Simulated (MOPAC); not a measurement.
Job for MOPAC: PM3 on FHSeTe (SMILES F[Te][SeH]), a point of a bond scan (R = 2.586 Å).

```
PM3 1SCF PRECISE CHARGE=0 THREADS=1
FHSeTe

Te     0.42183517 1     0.29812461 1     0.73233809 1
F      1.58576174 1     1.33129355 1    -0.42384185 1
Se    -1.05809715 1    -0.75106279 1    -0.97162236 1
H      0.38760613 1    -2.84568042 1    -1.42700953 1
```

Output:

```
*******************************************************************************
 **                                                                           **
 **                              MOPAC v23.2.5                                **
 **                                                                           **
 *******************************************************************************
 ** MOPAC's Digital Object Identifier: https://doi.org/10.5281/zenodo.6511958 **
 **                                                                           **
 ** Please cite the open-source release paper for use of this MOPAC version:  **
 ** J. E. Moussa and J. J. P. Stewart (2026)                                  **
 ** MOPAC: An open-source semiempirical molecular orbital program             **
 ** J. Open Source Softw., 11(119), 8025, https://doi.org/10.21105/joss.08025 **
 *******************************************************************************

                              PM3 CALCULATION RESULTS

 *******************************************************************************
 *  PM3        - The PM3 Hamiltonian to be used
 *
 *
 *
 *                 CHARGE ON SYSTEM = 0
 *
 *
 *
 *  PRECISE    - TIGHTER CRITERIA TO BE USED
 *  1SCF       - DO 1 SCF AND THEN STOP
 *  THREADS=1  - MULTI-THREADING NOT USED
 *  T=         - A TIME OF 172800.0 SECONDS REQUESTED
 *  DUMP=N     - RESTART FILE WRITTEN EVERY 7200.0 SECONDS REQUESTED
 *******************************************************************************
PM3 1SCF PRECISE CHARGE=0 THREADS=1
 FHSeTe

   ATOM   CHEMICAL          X               Y               Z
  NUMBER   SYMBOL      (ANGSTROMS)     (ANGSTROMS)     (ANGSTROMS)

     1      Te          0.42183517  *   0.29812461  *   0.73233809  *
     2       F          1.58576174  *   1.33129355  *  -0.42384185  *
     3      Se         -1.05809715  *  -0.75106279  *  -0.97162236  *
     4       H          0.38760613  *  -2.84568042  *  -1.42700953  *



          CARTESIAN COORDINATES

    NO.       ATOM           X           Y           Z

     1        Te          0.4218      0.2981      0.7323
     2         F          1.5858      1.3313     -0.4238
     3        Se         -1.0581     -0.7511     -0.9716
     4         H          0.3876     -2.8457     -1.4270

  H: (PM3): J. J. P. STEWART, J. COMP. CHEM. 10, 209 (1989).
  F: (PM3): J. J. P. STEWART, J. COMP. CHEM. 10, 209 (1989).
 Se: (PM3): J. J. P. STEWART, J. COMP. CHEM. 12, 320-341 (1991).
 Te: (PM3): J. J. P. STEWART, J. COMP. CHEM. 12, 320-341 (1991).

           Empirical Formula: H Te F Se  =     4 atoms



      MOLECULAR POINT GROUP   :   C1


      RHF CALCULATION, NO. OF DOUBLY OCCUPIED LEVELS = 10


 -------------------------------------------------------------------------------
 PM3 1SCF PRECISE CHARGE=0 THREADS=1
 FHSeTe



     1SCF WAS SPECIFIED, SO BFGS WAS NOT USED
     SCF FIELD WAS ACHIEVED


                              PM3 CALCULATION
                                                       MOPAC v23.2.5 Linux




          FINAL HEAT OF FORMATION =         54.31303 KCAL/MOL =     227.24571 KJ/MOL


          COSMO AREA              =        121.29 SQUARE ANGSTROMS
          COSMO VOLUME            =        108.99 CUBIC ANGSTROMS

          IONIZATION POTENTIAL    =          9.704426 EV
          HOMO LUMO ENERGIES (EV) =         -9.704 -3.608
          NO. OF FILLED LEVELS    =         10
          MOLECULAR WEIGHT        =        226.5663         POINT GROUP:  C1

          MOLECULAR DIMENSIONS (Angstroms)

            Atom       Atom       Distance
            H     4    F     2     4.45971
           Se     3    H     4     1.96885
           Te     1   Se     3     1.38685


          SCF CALCULATIONS        =          1





   ATOM   CHEMICAL          X               Y               Z
  NUMBER   SYMBOL      (ANGSTROMS)     (ANGSTROMS)     (ANGSTROMS)

     1      Te          0.42183517  *   0.29812461  *   0.73233809  *
     2       F          1.58576174  *   1.33129355  *  -0.42384185  *
     3      Se         -1.05809715  *  -0.75106279  *  -0.97162236  *
     4       H          0.38760613  *  -2.84568042  *  -1.42700953  *

                             CARTESIAN COORDINATES

   1   Te        0.421835170     0.298124610     0.732338090
   2    F        1.585761740     1.331293550    -0.423841850
   3   Se       -1.058097150    -0.751062790    -0.971622360
   4    H        0.387606130    -2.845680420    -1.427009530


           Empirical Formula: H Te F Se  =     4 atoms



      MOLECULAR POINT GROUP   :   C1


                  EIGENVALUES
 -19.14616 -17.68474 -15.90801 -15.58252 -15.32449 -12.34055 -11.79626 -10.16195
 -10.08338  -9.70443  -3.60816  -3.01728  -1.10034


              NET ATOMIC CHARGES AND DIPOLE CONTRIBUTIONS

  ATOM NO.   TYPE          CHARGE      No. of ELECS.   s-Pop       p-Pop
    1         Te           0.425810        5.5742     1.97267     3.60152
    2          F          -0.374425        7.3744     1.60058     5.77384
    3         Se          -0.208813        6.2088     1.96973     4.23908
    4          H           0.157427        0.8426     0.84257
 DIPOLE           X         Y         Z       TOTAL
 POINT-CHG.    -0.635    -3.183     2.156     3.896
 HYBRID         0.338    -0.206     0.287     0.489
 SUM           -0.297    -3.389     2.442     4.188


          ATOMIC ORBITAL ELECTRON POPULATIONS

     Atom    s        px        py        pz
    1 Te   1.97267   1.29445   1.46706   0.84001
    2  F   1.60058   1.92312   1.94224   1.90848
    3 Se   1.96973   1.24169   1.33468   1.66271
    4  H   0.84257

 **********************
 *                    *
 * JOB ENDED NORMALLY *
 *                    *
 **********************




 == MOPAC DONE ==
```

The run finished.

Cost: around 0.020 core-seconds (rough).
